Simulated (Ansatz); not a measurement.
Consider the cleavage of the Si–Si bond: `O[SiH](O)[Si](F)(F)F` + `C[SiH](O)O` → `C[SiH](O)O[SiH](O)O` + `F[SiH](F)F`.

Gas-phase electronic energies from Ansatz, PBE0-D4/def2-TZVP geometries. CCSD(T)/CBS adds triple-zeta CCSD(T) − MP2 to the extrapolated MP2 energy (def2 sets, frozen cores). DFT in def2-TZVPP. B3LYP here is the variant with VWN-RPA as its local correlation; programs differ in this. Each species was taken in one conformer, which may not be the lowest.

CCSD(T)/CBS gives -173.9 kJ/mol.

Question: Another level gave -168.4 kJ/mol. Which?
A. B3LYP/def2-TZVPP
B. PBE/def2-TZVPP
C. r2SCAN-D4/def2-TZVPP
D. SCS-MP2/def2-TZVPP

Answer: C. r2SCAN-D4 -168.4, B3LYP -163.0, PBE -139.3, SCS-MP2/def2-TZVPP -182.4 kJ/mol.

Largest T1 diagnostic among the species: 0.012.

In def2-TZVPP, CCSD(T) changes the Hartree–Fock value by +15.8 kJ/mol (the triples alone add +2.2 kJ/mol) and MP2 by +9.6 kJ/mol. From PBE to PBE0 (25 % exact exchange), in def2-TZVPP and without D4, ΔE moves by −13.4 kJ/mol.
